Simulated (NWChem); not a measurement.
SnCl2, singlet; SMILES [Cl][Sn][Cl]

```xyz
3

Sn     0.0000     0.0000     0.6286
Cl    -1.8440     0.0000    -0.9244
Cl     1.8440     0.0000    -0.9244
```
Atoms are numbered in this order, from 1.

All runs: NWChem. Low-valent species are run as closed-shell singlets; no triplet was tried in these runs. Structure relaxed at the PBE-D3(BJ)/def2-SVP level. def2 effective core potentials on Sn; no spin-orbit coupling. Total energies compare along this basis series because the functional is fixed.

```
level                    basis functions  energy (Ha)  highest occupied level (eV)  orbital gap (eV)  dipole (D)  relative time
-----------------------  ---------------  -----------  ---------------------------  ----------------  ----------  -------------
Hartree-Fock/def2-SVP                 62   -1132.1696                       -10.19              9.77        3.82              1
Hartree-Fock/def2-SVPD                86   -1132.1893                       -10.45              9.86        3.84              2
Hartree-Fock/def2-TZVP               124   -1132.4954                       -10.39              9.83        3.80              5
Hartree-Fock/def2-TZVPD              148   -1132.4967                       -10.42              9.81        3.73             10
Hartree-Fock/def2-TZVPP              134   -1132.4955                       -10.39              9.83        3.79              6
Hartree-Fock/def2-QZVP               222   -1132.5235                       -10.41              9.82        3.74             30
```

The last column is a rough cost ratio, cheapest run = 1.
